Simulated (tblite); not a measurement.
C₆H₁₁F₃.
Cartesian coordinates in Å at the GFN2-xTB level; atoms count from 1:
```xyz
20
C6H11F3 angstrom
C     -1.6281   -0.1660    1.1442
C     -0.7284   -0.5296   -0.0369
C     -1.1828    0.2001   -1.2998
F     -1.0401    1.5642   -1.1851
C      0.7630   -0.3128    0.2988
C      1.0985    1.0432    0.9087
F      1.0825   -1.2784    1.2592
C      1.6812   -0.5670   -0.9033
F      1.2405   -1.6036   -1.6872
H     -1.6690    0.9123    1.2751
H     -1.2559   -0.6238    2.0567
H     -2.6370   -0.5293    0.9643
H     -0.8354   -1.5997   -0.2474
H     -2.2478    0.0157   -1.4704
H     -0.6150   -0.1023   -2.1827
H      2.1764    1.1388    1.0183
H      0.7312    1.8470    0.2807
H      0.6474    1.1223    1.8931
H      2.6795   -0.8403   -0.5488
H      1.7340    0.3199   -1.5406
```

Computed values, GFN2-xTB/tblite, gas phase, harmonic and unscaled. Against measured fundamentals such values can be off by several per cent, at times by over 20. One conformer, not necessarily the lowest.

Harmonic wavenumbers (cm⁻¹): 51.5, 112.9, 117.9, 187.0, 197.9, 215.9, 256.5, 290.9, 305.2, 339.8, 352.6, 392.0, 452.6, 570.8, 635.3, 736.3, 863.2, 917.8, 932.6, 953.8, 978.7, 998.5, 1042.1, 1057.8, 1116.2, 1125.8, 1134.1, 1189.7, 1199.2, 1231.3, 1243.8, 1297.6, 1318.4, 1328.8, 1334.8, 1404.2, 1413.0, 1428.5, 1457.7, 1471.2, 1481.6, 1499.5, 1506.6, 2949.3, 2958.3, 2968.0, 2968.9, 2982.0, 3041.0, 3041.3, 3050.5, 3053.4, 3068.0, 3083.7.

A = 1804, B = 1378, C = 1116 MHz; mass 140.081 u (most abundant isotopes); point group C1, symmetry number 1.

Q: What is the zero-point energy?

A: ½Σν̃ = 35653 cm⁻¹ = 426.50 kJ/mol.

Q: What is S at 350 K and 1 bar for an ideal gas of classical rigid rotors and harmonic oscillators?

A: Translation 173.83, rotation 123.92, vibration 143.26: S = 441.0 J/(mol K).

Q: And Cp and H(350 K) − H(0)?

A: Cp = 187.13 J/(mol K), of which vibrations give 153.87 (their classical limit is 54 R = 449.0); H(350 K) − H(0) = 38.83 kJ/mol without the zero-point energy, 27.19 from vibrations.

Q: How do the functions run with temperature in this model?

A: 
| T (K) | S (J/(mol K)) | Cp (J/(mol K)) | H − H(0) (kJ/mol) | G − H(0) (kJ/mol) | ln q(vib) |
| --- | --- | --- | --- | --- | --- |
| 100 | 286.1 | 79.4 | 5.23 | -23.38 | 1.32 |
| 200 | 355.8 | 124.3 | 15.54 | -55.61 | 3.87 |
| 300 | 413.9 | 165.7 | 30.01 | -94.15 | 6.55 |
| 500 | 518.0 | 245.8 | 71.45 | -187.53 | 11.87 |
| 800 | 652.5 | 325.9 | 158.27 | -363.73 | 19.57 |
| 1000 | 729.1 | 360.5 | 227.10 | -502.05 | 24.37 |

q(vib) and H(0) count from the zero-point level.

Q: Which modes carry the vibrational entropy at 350 K?

A: 51.5 cm⁻¹: 21.24; 112.9 cm⁻¹: 14.77; 117.9 cm⁻¹: 14.42; 187.0 cm⁻¹: 10.70; 197.9 cm⁻¹: 10.26; 215.9 cm⁻¹: 9.57 J/(mol K); the other 48 give 62.30 together.

Q: What must be added to the electronic energy to get the Gibbs energy at 350 K and 1 bar?

A: ZPE + [H(350 K) − H(0)] − T·S = 426.50 + 38.83 − 154.35 = 310.98 kJ/mol.

Hindered rotation and anharmonicity are outside this model. Other conformers, if any are populated, would add a mixing term that is left out. The structure is chiral; the term R ln 2 for an equal mix with its mirror image is left out.
